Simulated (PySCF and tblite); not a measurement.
Results of a calculation; reference values are marked as such.
2 regioisomers of C8H7Br:

```json
{"isomer": "A", "SMILES": "[Br:1][c:2]1[cH:3][cH:4][c:5]2[c:6]([cH:7]1)[CH2:8][CH2:9]2"}
{"isomer": "B", "SMILES": "[Br:1][c:2]1[cH:3][cH:4][cH:5][c:6]2[c:7]1[CH2:8][CH2:9]2"}
```

Each isomer is a Boltzmann average at 298.15 K over at most 4 conformers: GFN2-xTB geometries, energies PBE0/pcSseg-1 (D3(BJ) added where defined), GFN2-xTB thermal terms. Programs: PySCF with density fitting and tblite.

Equilibrium rotational constants and dipole components of each isomer's leading conformer, in random order:

| set | A (MHz) | B (MHz) | C (MHz) | abs μa | abs μb | abs μc (D) |
| --- | --- | --- | --- | --- | --- | --- |
| P | 2182 | 793 | 586 | 1.94 | 0.20 | 0.00 |
| Q | 3846 | 567 | 497 | 2.44 | 0.05 | 0.00 |

Q: Match sets and isomers.

A: P is B (Cs), Q is A (Cs).

The whole study took 3.5 min on 1 thread of Arm Neoverse V2 (shared host) (rough), peak memory 1.1 GiB, launched as `OMP_NUM_THREADS=1 python ens_run.py task.json out`.
